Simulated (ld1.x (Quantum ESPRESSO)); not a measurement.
# Reading a pseudo-wave (Cu)

Columns: radius, all-electron u(r) and pseudo u(r) of the 3d shell (level -5.20 eV) of copper in the configuration [Ne] 3s2 3p6 3d10 4s1 4p0; BP86, scalar-relativistic, PAW scheme, ld1.x (Quantum ESPRESSO) 7.5.

```tsv
r (bohr)	all-electron	pseudo
0.138	0.2006	0.0057
0.275	0.5985	0.0424
0.413	0.8651	0.1279
0.550	0.9651	0.2567
0.688	0.9577	0.4062
0.825	0.8984	0.5403
0.963	0.8195	0.6307
1.100	0.7382	0.6623
1.238	0.6606	0.6412
1.375	0.5905	0.5886
1.513	0.5274	0.5274
1.650	0.4719	0.4719
1.788	0.4226	0.4226
1.925	0.3794	0.3794
2.062	0.3413	0.3413
2.200	0.3073	0.3073
2.338	0.2771	0.2771
2.475	0.2505	0.2505
2.613	0.2265	0.2265
2.750	0.2053	0.2053
2.888	0.1861	0.1861
3.025	0.1689	0.1689
3.162	0.1535	0.1535
3.300	0.1395	0.1395
3.438	0.1269	0.1269
3.575	0.1155	0.1155
```

How many radial nodes do the two functions have?

The all-electron 3d function has n − l − 1 = 0; the pseudo-wave has 0.

At about which radius was the pseudo-wave matched?

1.60 bohr, where the columns begin to agree (steps of 0.14 bohr).

Where does each function peak?

Outermost all-electron maximum near 0.55 bohr, pseudo maximum near 1.10 bohr (to the table’s step).

Is the pseudo-wave norm-conserving?

No, it belongs to a PAW set: the norm inside the radius is not constrained, and the difference is carried by the augmentation charge.
